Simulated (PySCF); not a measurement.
F₃S, SMILES [S+](F)(F)F, charge +1. Atoms are numbered in the order given.

```xyz
4

F     -1.1567     0.6678    -0.2651
S      0.0000     0.0000     0.4473
F      0.0000    -1.3356    -0.2651
F      1.1567     0.6678    -0.2651
```
Charge +1, spin multiplicity 1.

The structure is a stationary point at B3LYP-D3(BJ)/def2-TZVP. The isomer is the one that the SMILES or the coordinates give; other isomers of the formula were not compared.

Method: PySCF with HF/pcSseg-2.

GIAO shieldings, no solvent; atoms alike by connectivity are averaged. δ = σ(ref) − σ: ¹⁹F against CFCl3 (σ = 237.3 ppm); ³³S against H2S (σ = 707.7 ppm), references at their B3LYP-D3(BJ)/def2-TZVP geometries, non-relativistic.

```tsv
nucleus	atoms	count	δ (ppm)
¹⁹F	F1, F3, F4	3	51.7
³³S	S2	1	704.8
```
